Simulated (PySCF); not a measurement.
## Correlation energy of Se²⁺ (selenium, charge +2)

[Ar] 3d10 4s2 4p2, high-spin 3P determinant. Calculation: PySCF 2.14, in cc-pVTZ-PP with ECP10MDF; scalar relativity through the core potential. Frozen: 3s2 3p6 3d10; 4 electrons correlated.

MP2 pair energies summed by pair of shells (mhartree):

```tsv
pair	energy	share (%)
4s-4p	-35.70	62.6
4s-4s	-15.65	27.5
4p-4p	-5.63	9.9
```

Total MP2 correlation energy: -56.99 mhartree.

Same-spin part -9.32 and opposite-spin part -47.67 mhartree; SCS-MP2 scales them by 1/3 and 6/5 to -60.31 mhartree.

```tsv
level	correlation energy (mhartree)
CCSD	-72.94
(T)	-1.49
CCSD(T)	-74.43
```

Diagnostics: T1 = 0.0064, D1 = 0.0169, largest double amplitude 0.092.

**Question.** Is a single reference adequate?

**Answer.** Mostly. T1 lies below 0.03, but a double amplitude of this size points to a near-degeneracy that CCSD handles and MP2 describes poorly.
